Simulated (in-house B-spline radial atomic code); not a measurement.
Re. Computed with a B-spline radial atomic code. Model: all-electron spherical atom, spin shells full or empty, radial basis limit, no spin-orbit coupling, Breit or QED, empty-state partial waves extrapolated as (l+1/2)^-4, RPA, G0W0 and static COHSEX of the highest shell as one setting changes (uncorrelated shells keep exact exchange).

Without the two-electron picture change, core correlation of heavy ions comes too large.

Given: element Re; charge 0; filled core Xe; hamiltonian one-electron scalar X2C; mean-field start Hartree-Fock; highest l of empty states 9; nuclear rms radius 5.3698 fm; highest mean-field shell 6s down.

Shell: 4f 7 7, 5d 5 0, 6s 1 1 (electrons up and down).

```
lowest nl shells left uncorrelated  RPA correlation energy (hartree)  G0W0 level (eV)  G0W0 minus most complete (meV)  COHSEX level (eV)  removal by RPA minus most complete (meV)
                                 0                           -6.2559          -7.4396                               0            -8.5642                                         0
                                 1                           -6.0323          -7.4396                               0            -8.5642                                         0
                                 2                                 ?                ?                               ?                  ?                                         ?
                                 3                           -5.2262          -7.4395                             0.1            -8.5641                                       0.1
                                 4                           -5.0334          -7.4407                            -1.1            -8.5668                                       1.2
                                 5                           -4.4424          -7.4402                            -0.6            -8.5664                                         1
                                 6                            -3.474           -7.437                             2.6            -8.5608                                      -0.6
                                 7                           -3.2925          -7.4442                            -4.6            -8.5771                                         5
                                 8                            -2.749          -7.4449                            -5.4            -8.5805                                         4
                                 9                           -1.8299          -7.4349                             4.7            -8.5646                                      -8.4
                                10                           -1.6552          -7.4464                            -6.8            -8.5875                                        -5
                                11                            -1.135          -7.3482                            91.4            -8.4719                                    -109.4
                                12                                 ?                ?                               ?                  ?                                         ?
                                13                         -0.033371          -6.7294                           710.2            -7.5261                                    -764.5
```

Question: What follows for lowest nl shells left uncorrelated = 12?

Answer: RPA correlation energy -0.19471 hartree; G0W0 level -7.2563 eV; G0W0 minus most complete 183.3 meV; COHSEX level -8.3308 eV; removal by RPA minus most complete -151.8 meV.

Question: What follows for lowest nl shells left uncorrelated = 2?

Answer: RPA correlation energy -5.8249 hartree; G0W0 level -7.4398 eV; G0W0 minus most complete -0.2 meV; COHSEX level -8.5648 eV; removal by RPA minus most complete 0.3 meV.
